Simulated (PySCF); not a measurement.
C3H9BO3.
Atom-mapped SMILES: `[CH3:1][CH2:2][O:3][CH2:4][B:5]([OH:6])[OH:7]` (hydrogens: H8, H9, H10 on C1; H11, H12 on C2; H13, H14 on C4; H15 on O6; H16 on O7)

Structure used (GFN2-xTB), in Å, numbered top down from 1:
```
atom  x, y, z in Å
C1    -2.3497    0.0038    0.6781
C2    -1.4662   -0.4155   -0.4955
O3    -0.1865    0.1764   -0.4947
C4     0.7022   -0.3214    0.5022
B5     2.1522    0.3338    0.2592
O6     2.3513    1.2012   -0.7587
O7     3.1652    0.0082    1.0845
H8    -1.9632   -0.3862    1.6162
H9    -2.3930    1.0882    0.7412
H10   -3.3546   -0.3826    0.5313
H11   -1.9221   -0.0888   -1.4348
H12   -1.3708   -1.5121   -0.5143
H13    0.7470   -1.4182    0.4412
H14    0.3304   -0.0775    1.5053
H15    1.5581    1.3564   -1.2750
H16    3.9920    0.4433    0.8698
```

The closed-shell SCF was solved with PySCF and density fitting under several settings on one GFN2-xTB geometry (grid level 2 and gas phase unless stated).

```
                                       settings  basis functions  SCF cycles     E (Eh)  HOMO (eV)  LUMO (eV)  dipole (D)
                                  PBE0/pcSseg-1              164          14  -369.9081      -7.42       1.44        1.06
                                 PBE0/def2-SVPD              221          14  -369.7017      -7.55       0.22        1.18
          B97-D/aug-cc-pVDZ, level shift 0.1 Eh              242          11  -370.1662      -5.93      -0.55        1.04
                               KT2/ANO-RCC-VDZP              143          15  -376.2758      -5.98      -0.31        1.03
                 BLYP/pcseg-1, IEF-PCM methanol              143          15  -370.1816      -5.59       0.74        1.08
revPBE/pcSseg-0, fitting basis def2-qzvpp-jkfit               81          11  -369.3835      -5.52       0.98        1.11
```

Q: Estimate the row for these settings: WP04/pcseg-1, grid level 4, start guess vsap.

A: 
| settings | basis functions | SCF cycles | E (Eh) | HOMO (eV) | LUMO (eV) | dipole (D) |
| --- | --- | --- | --- | --- | --- | --- |
| WP04/pcseg-1, grid level 4, start guess vsap | 143 | 12 | -378.4964 | -8.52 | -0.35 | 1.12 |

Q: Over all rows, what range does the HOMO–LUMO gap span?

A: From 5.38 eV (B97-D/aug-cc-pVDZ, level shift 0.1 Eh) to 8.86 eV (PBE0/pcSseg-1). The functional of the narrowest has no exact exchange, that of the widest 25 % exact exchange.

Q: And the dipole moment?

A: From 1.03 D (KT2/ANO-RCC-VDZP) to 1.18 D (PBE0/def2-SVPD); the largest is 1.15 times the smallest, and the median is 1.08 D.

Q: Compare two rows with the functional PBE0: PBE0/pcSseg-1 and PBE0/def2-SVPD. Which energy is lower, and by how much?

A: PBE0/pcSseg-1 (164 functions) lies 0.2064 Eh or 130 kcal/mol below PBE0/def2-SVPD (221 functions). The smaller set gives the lower energy; the two sets aren't nested, so the variational bound doesn't order them by size.

B97-D ran without the empirical dispersion term, which would shift the total energy alone. Cycle counts include a coarse-grid stage where the run had one. KT2 and WP04 were designed for NMR shieldings or shifts; total energies of different functionals aren't comparable. ANO-RCC sets were contracted for a scalar-relativistic Hamiltonian, but ran non-relativistically here. The species at its GFN2-xTB geometry (one conformer only).
